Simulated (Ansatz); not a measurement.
Steps of a relaxation of AlBH$_{8}$Si$_{2}$ with RKS PBE0-D4/def2-TZVP.

```sh
$ ansatz run in.yaml --threads 4 --pin off --events-out ev --progress --plain --max-ram 10444MiB
```

```yaml
crystal:
  periodic: [false, false, false]
  atoms:
    - {symbol: B, position_ang: [-0.935139, 1.768447, -0.223411]}
    - {symbol: Si, position_ang: [-1.954773, 0.191339, -0.238850]}
    - {symbol: Al, position_ang: [0.751698, 0.453319, -0.660812]}
    - {symbol: Si, position_ang: [1.456358, -1.424343, 0.762794]}
    - {symbol: H, position_ang: [0.030329, 1.849236, 0.583052]}
    - {symbol: H, position_ang: [-1.060833, 2.664255, -1.029456]}
    - {symbol: H, position_ang: [-1.790467, -0.972676, 0.699424]}
    - {symbol: H, position_ang: [-2.910951, -0.147683, -1.346066]}
    - {symbol: H, position_ang: [1.713784, 1.152747, -1.731568]}
    - {symbol: H, position_ang: [1.059054, -2.727137, 0.109843]}
    - {symbol: H, position_ang: [0.773128, -1.383124, 2.107483]}
    - {symbol: H, position_ang: [2.944813, -1.479580, 1.001566]}
basis:
  gaussian: {orbitals: def2-TZVP}
hamiltonian: {xc: pbe0, dispersion: d4}
relax: {f_tol: 0.005, max_steps: 150}
```

Positions (Å) and forces (eV/Å) along the path, 11 of 13 steps:

```xyz
12
step=1 energy=-23147.6064 eV
B    -0.935    1.768   -0.223   -0.023    0.039   -0.112
Si   -1.955    0.191   -0.239    0.109   -0.016   -0.065
Al    0.752    0.453   -0.661    0.056    0.055   -0.062
Si    1.456   -1.424    0.763    0.065   -0.200    0.141
H     0.030    1.849    0.583   -0.239   -0.046   -0.224
H    -1.061    2.664   -1.029    0.059   -0.346    0.318
H    -1.790   -0.973    0.699   -0.029    0.260   -0.198
H    -2.911   -0.148   -1.346    0.194    0.087    0.250
H     1.714    1.153   -1.732   -0.114   -0.089    0.128
H     1.059   -2.727    0.110    0.081    0.258    0.128
H     0.773   -1.383    2.107    0.139   -0.007   -0.267
H     2.945   -1.480    1.002   -0.299    0.007   -0.038
12
step=2 energy=-23147.6337 eV
B    -0.938    1.764   -0.222   -0.018   -0.026   -0.012
Si   -1.940    0.191   -0.247    0.046    0.037   -0.024
Al    0.744    0.447   -0.658    0.014    0.029   -0.024
Si    1.455   -1.419    0.761    0.021   -0.081    0.068
H     0.021    1.838    0.574   -0.077   -0.016   -0.084
H    -1.058    2.650   -1.017    0.020   -0.095    0.095
H    -1.776   -0.960    0.686   -0.009    0.067   -0.049
H    -2.901   -0.136   -1.335    0.049    0.020    0.068
H     1.700    1.137   -1.721   -0.019   -0.009    0.014
H     1.062   -2.711    0.114    0.017    0.061    0.029
H     0.778   -1.379    2.094    0.027   -0.001   -0.064
H     2.929   -1.478    1.003   -0.071    0.013   -0.017
12
step=3 energy=-23147.6361 eV
B    -0.936    1.758   -0.219   -0.009   -0.021    0.002
Si   -1.932    0.189   -0.250    0.009    0.014   -0.002
Al    0.747    0.447   -0.663   -0.019    0.001    0.012
Si    1.449   -1.419    0.766    0.006    0.009   -0.015
H     0.023    1.828    0.568    0.008   -0.001    0.001
H    -1.056    2.644   -1.005    0.002    0.014   -0.006
H    -1.770   -0.956    0.681    0.002   -0.008    0.001
H    -2.897   -0.133   -1.329   -0.010    0.001   -0.001
H     1.697    1.139   -1.727    0.004   -0.003    0.000
H     1.060   -2.706    0.117    0.004   -0.004    0.001
H     0.772   -1.379    2.093   -0.001    0.006   -0.001
H     2.920   -1.467    1.002    0.003   -0.007    0.010
12
step=5 energy=-23147.6363 eV
B    -0.937    1.758   -0.219   -0.001    0.000   -0.001
Si   -1.935    0.190   -0.252   -0.001   -0.002    0.002
Al    0.745    0.445   -0.663    0.002    0.001   -0.004
Si    1.453   -1.419    0.764   -0.003    0.000    0.000
H     0.023    1.825    0.567    0.004   -0.002    0.001
H    -1.055    2.647   -1.002    0.000    0.002    0.000
H    -1.771   -0.958    0.676    0.001   -0.002   -0.001
H    -2.905   -0.127   -1.327   -0.002    0.002    0.000
H     1.696    1.135   -1.727   -0.001    0.000   -0.001
H     1.067   -2.708    0.119    0.002   -0.002    0.000
H     0.773   -1.375    2.090   -0.003    0.000    0.001
H     2.923   -1.468    1.008    0.001    0.003    0.001
12
step=7 energy=-23147.6364 eV
B    -0.933    1.754   -0.215    0.006    0.010    0.002
Si   -1.935    0.189   -0.252   -0.002   -0.003    0.000
Al    0.745    0.442   -0.672   -0.002   -0.001   -0.002
Si    1.450   -1.417    0.764    0.004   -0.002    0.004
H     0.033    1.813    0.565   -0.004    0.000   -0.002
H    -1.053    2.651   -0.990   -0.003   -0.006    0.003
H    -1.767   -0.966    0.666   -0.001    0.002   -0.003
H    -2.915   -0.117   -1.322    0.002    0.001    0.002
H     1.694    1.131   -1.739   -0.001   -0.003    0.000
H     1.078   -2.712    0.123    0.002    0.002    0.000
H     0.760   -1.370    2.085    0.000    0.001   -0.004
H     2.919   -1.453    1.019   -0.002   -0.001    0.001
12
step=8 energy=-23147.6334 eV rejected
B    -0.933    1.765   -0.200   -0.012   -0.042   -0.037
Si   -1.927    0.195   -0.250   -0.062   -0.037    0.009
Al    0.732    0.430   -0.678    0.032   -0.009    0.071
Si    1.462   -1.414    0.767   -0.064    0.001   -0.049
H     0.040    1.827    0.565    0.023    0.005    0.016
H    -1.070    2.649   -0.985    0.019    0.033   -0.005
H    -1.773   -0.968    0.657    0.027   -0.018    0.042
H    -2.904   -0.111   -1.320   -0.011    0.027   -0.028
H     1.683    1.105   -1.743    0.032    0.049   -0.072
H     1.097   -2.705    0.114   -0.011   -0.024    0.007
H     0.744   -1.365    2.072    0.015   -0.021    0.035
H     2.926   -1.463    1.037    0.012    0.035    0.012
12
step=9 energy=-23147.6365 eV
B    -0.932    1.755   -0.211    0.001   -0.001   -0.002
Si   -1.935    0.191   -0.252   -0.004    0.001    0.003
Al    0.743    0.440   -0.674    0.002   -0.003   -0.009
Si    1.452   -1.416    0.764    0.002   -0.001    0.004
H     0.035    1.812    0.567    0.004    0.002    0.002
H    -1.054    2.652   -0.985    0.001   -0.001   -0.001
H    -1.770   -0.968    0.663    0.001   -0.001   -0.001
H    -2.916   -0.110   -1.322    0.000    0.000   -0.001
H     1.691    1.120   -1.748   -0.005    0.001    0.006
H     1.089   -2.713    0.122    0.001    0.002   -0.001
H     0.755   -1.372    2.082   -0.001   -0.001    0.000
H     2.919   -1.446    1.027   -0.001    0.001    0.000
12
step=10 energy=-23147.6365 eV
B    -0.930    1.755   -0.209    0.004   -0.004    0.000
Si   -1.936    0.193   -0.250    0.000   -0.003   -0.003
Al    0.741    0.435   -0.678    0.000   -0.001    0.004
Si    1.452   -1.415    0.766    0.001    0.001   -0.004
H     0.041    1.809    0.565    0.001    0.005    0.001
H    -1.054    2.653   -0.981    0.000    0.003   -0.002
H    -1.769   -0.970    0.659   -0.001   -0.001    0.003
H    -2.920   -0.103   -1.319   -0.003    0.001   -0.001
H     1.686    1.115   -1.754   -0.001    0.002    0.000
H     1.100   -2.714    0.120    0.001   -0.002    0.002
H     0.747   -1.376    2.079   -0.001   -0.001   -0.001
H     2.918   -1.437    1.037   -0.002    0.001    0.000
12
step=11 energy=-23147.6366 eV
B    -0.928    1.755   -0.209   -0.003   -0.003    0.005
Si   -1.936    0.193   -0.249   -0.005    0.003    0.003
Al    0.741    0.433   -0.679    0.000   -0.001    0.005
Si    1.453   -1.416    0.766    0.000   -0.001   -0.003
H     0.044    1.808    0.563    0.000    0.000   -0.002
H    -1.053    2.653   -0.981    0.001    0.002   -0.003
H    -1.772   -0.969    0.659    0.001   -0.001    0.001
H    -2.924   -0.098   -1.316    0.002   -0.001   -0.002
H     1.684    1.114   -1.756    0.004    0.001   -0.004
H     1.111   -2.717    0.118    0.001    0.000    0.000
H     0.741   -1.381    2.075    0.001   -0.001    0.000
H     2.917   -1.431    1.043   -0.002    0.001    0.001
12
step=12 energy=-23147.6366 eV
B    -0.928    1.755   -0.209   -0.001   -0.004    0.001
Si   -1.938    0.195   -0.247    0.000    0.001    0.000
Al    0.740    0.432   -0.679   -0.002   -0.001    0.002
Si    1.453   -1.417    0.765    0.000   -0.001    0.001
H     0.045    1.810    0.562   -0.001    0.001    0.000
H    -1.052    2.652   -0.982    0.001    0.002   -0.001
H    -1.774   -0.967    0.662    0.000    0.000    0.001
H    -2.924   -0.097   -1.315    0.000    0.000    0.000
H     1.683    1.112   -1.756    0.002    0.000   -0.002
H     1.118   -2.719    0.116    0.000    0.003   -0.001
H     0.738   -1.385    2.073    0.001   -0.001    0.000
H     2.917   -1.427    1.047   -0.001    0.001    0.000
12
step=13 energy=-23147.6366 eV
B    -0.927    1.756   -0.210   -0.001   -0.003   -0.002
Si   -1.939    0.197   -0.246    0.003    0.002    0.000
Al    0.739    0.431   -0.679   -0.001    0.002    0.000
Si    1.454   -1.418    0.765    0.001   -0.001    0.002
H     0.046    1.811    0.561   -0.001    0.000    0.001
H    -1.051    2.652   -0.985    0.001    0.000    0.000
H    -1.778   -0.964    0.666    0.000    0.000   -0.001
H    -2.925   -0.096   -1.314    0.000   -0.001    0.001
H     1.683    1.109   -1.758   -0.001   -0.001    0.001
H     1.125   -2.719    0.111    0.001    0.002    0.000
H     0.735   -1.392    2.071    0.000   -0.001   -0.002
H     2.917   -1.422    1.051   -0.001    0.000   -0.001
```

Hardware: 4 threads of an Intel Xeon 6975P-C on a shared host. Wall time 22 s, peak host memory 0.52 GiB.
